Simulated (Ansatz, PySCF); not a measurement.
carbon diselenide (CSe₂), SMILES [Se]=C=[Se]. Atoms are numbered in the order given.

```xyz
3

Se     0.0000     0.0000    -1.6827
C      0.0000     0.0000     0.0000
Se     0.0000     0.0000     1.6827
```

Geometry: ωB97X-D3(BJ)/def2-TZVP.

Two levels are set side by side: PBE-D3(BJ)/def2-TZVP (Ansatz, a first-principles code) and ωB97X-D3(BJ)/def2-TZVP (PySCF). Each level has its own optimised geometry; the coordinates shown are those of the second. Frequencies come from the Hessian of PySCF at each geometry. Differences are taken from unrounded values.

| quantity | ωB97X-D3(BJ) |
|---|---|
| mean bond length (Å) | 1.683 |
| bond Se1–C2 (Å) | 1.683 |
| bond C2–Se3 (Å) | 1.683 |
| highest harmonic wavenumber (cm⁻¹) | 1365 |
| mean harmonic wavenumber (cm⁻¹) | 608 |
| zero-point energy (kcal/mol) | 3.48 |

Task: What does PBE-D3(BJ) give, and how far is it from ωB97X-D3(BJ)? (An estimate is asked for; the answer gives what the named calculation found.)

Result: 
| quantity | PBE-D3(BJ) | PBE-D3(BJ) minus ωB97X-D3(BJ) |
|---|---|---|
| mean bond length (Å) | 1.705 | 0.022 |
| bond Se1–C2 (Å) | 1.705 | 0.022 |
| bond C2–Se3 (Å) | 1.705 | 0.022 |
| highest harmonic wavenumber (cm⁻¹) | 1315 | -49 |
| mean harmonic wavenumber (cm⁻¹) | 578 | -31 |
| zero-point energy (kcal/mol) | 3.30 | -0.17 |

Exact exchange shortens and stiffens bonds; PBE has none. Differences between two approximate levels are no errors against the true value.
